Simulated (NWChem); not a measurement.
# Lowest excitation of germanium monotelluride (GeTe)

```xyz
2

Ge     0.0000     0.0000     1.4649
Te     0.0000     0.0000    -0.9015
```
Charge 0, spin multiplicity 1.

Everything below was run with NWChem. The geometry was optimised at B3LYP/def2-SVP with def2 effective core potentials on Te, a minimum by its harmonic frequencies.

Basis set: def2-SVPD.

```
method    lowest vertical singlet excitation energy (eV)  relative cost  difference from EOM-CCSD
--------  ----------------------------------------------  -------------  ------------------------
TD-PBE                                              2.84              1                     -0.21
TDA-PBE0                                            2.83        under 3                     -0.22
EOM-CCSD                                            3.05        under 3                      0.00
TD-B3LYP                                            2.75        under 3                     -0.30
CIS                                                 2.95        under 3                     -0.10
```

The values span 0.30 eV, from TD-B3LYP (lowest) to EOM-CCSD (highest). Costs are rough ratios of processor time within this set of runs, SCF included, with TD-PBE as 1.

Effective core potentials replace the inner electrons of Te; spin-orbit coupling is left out. The correlated methods keep 13 core orbitals frozen. B3LYP has NWChem's definition, with VWN1-RPA local correlation. Differences from the coupled-cluster row are differences between methods, not errors against experiment.
